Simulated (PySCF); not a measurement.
Computed NMR parameters against published values

Cartesian coordinates in Å; atom numbers follow the order of the lines, from 1:
```xyz
15

C    -1.862    0.349   -0.240
C    -0.941   -0.848   -0.037
C     0.467   -0.549   -0.512
S     1.213    0.605    0.653
O     0.823    1.950    0.385
O     1.095    0.118    1.994
O     2.774    0.428    0.235
H    -1.976    0.566   -1.300
H    -1.447    1.226    0.248
H    -2.845    0.145    0.176
H    -1.335   -1.715   -0.573
H    -0.888   -1.096    1.025
H     0.497   -0.063   -1.482
H     1.109   -1.423   -0.498
H     3.313    0.314    1.019
```

One computed conformer, non-relativistic, averaged over atoms made equivalent by symmetry, fast rotation or ring inversion, no solvent model. σ from GIAO-PBE0/pcSseg-1; geometry: GFN2-xTB; PySCF 2.14.0 with density-fitted response routines.

Reference values: measured (solution, not stated per compound (mostly CDCl3 or CCl4); Pretsch, Buehlmann, Badertscher, Structure Determination of Organic Compounds, 4th ed. (2009)).
```json
{"atoms": "C3", "quantity": "δ 13C", "reference": "53.7", "computed": "61.7", "computed, scaled": "58.1"}
{"atoms": "C2", "quantity": "δ 13C", "reference": "18.8", "computed": "19.5", "computed, scaled": "16.9"}
{"atoms": "C1", "quantity": "δ 13C", "reference": "13.7", "computed": "14.9", "computed, scaled": "12.4"}
```

Computed shifts are σ(ref) − σ with the named reference compound (TMS for H and C) calculated as an isolated molecule at the same level. The measured values may be among those fitted. Scaled to experiment by linear calibration (H and C: mostly CDCl3 data, vs TMS): 13C (scatter 2.1 ppm rms, 2.3 ppm with the 2 outliers that the fit left out). A few per cent of atoms miss by over 2 rms, more outside the fitted compound classes.

Question: How far are the unscaled 13C shifts from the references?

Answer: Mean signed difference +3.30 ppm, mean absolute 3.30 ppm over 3 comparisons; the largest is +8.0 ppm at C3 (sp3 CH2 bonded to S).
